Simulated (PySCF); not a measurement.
## SMILES [Se]1C(F)=CC=C1C(F)(F)F, C$_{5}$H$_{2}$F$_{4}$Se

Geometry:
| atom | x (Å) | y (Å) | z (Å) |
| --- | --- | --- | --- |
| F1 | 3.269 | 0.866 | -0.413 |
| C2 | 2.009 | 0.473 | -0.249 |
| C3 | 1.603 | -0.814 | -0.111 |
| C4 | 0.204 | -0.936 | 0.044 |
| C5 | -0.467 | 0.250 | 0.030 |
| C6 | -1.932 | 0.435 | 0.171 |
| F7 | -2.420 | -0.073 | 1.315 |
| F8 | -2.635 | -0.144 | -0.817 |
| F9 | -2.253 | 1.741 | 0.159 |
| Se10 | 0.638 | 1.734 | -0.196 |
| H11 | 2.279 | -1.650 | -0.120 |
| H12 | -0.292 | -1.884 | 0.161 |

Computed with quadratic response B3LYP/def2-SVPD first hyperpolarisability, Taylor convention, IEF-PCM chloroform (non-equilibrium response, no local-field factor) (PySCF). Geometry: GFN2-xTB.

The calculation is non-relativistic, which matters for the atoms heavier than Zn.

Q: Give the tensor of the second harmonic β(−2ω;ω,ω) at 633 nm in the axes of these coordinates.

A: In au, Taylor convention; rows are the first index (the induced dipole):
|  | xx | yy | zz | xy | xz | yz |
| --- | --- | --- | --- | --- | --- | --- |
| x | +444.2 | -77.1 | +19.6 | +11.1 | -45.4 | -9.1 |
| y | +102.2 | -81.3 | -167.3 | -26.2 | -27.3 | -12.3 |
| z | -53.2 | -4.5 | +28.7 | -13.6 | +9.7 | -130.1 |

Norm of βᵢ = ⅓ Σⱼ (βᵢⱼⱼ + βⱼᵢⱼ + βⱼⱼᵢ): 453.4 au, hyper-Rayleigh value 205.7 au.
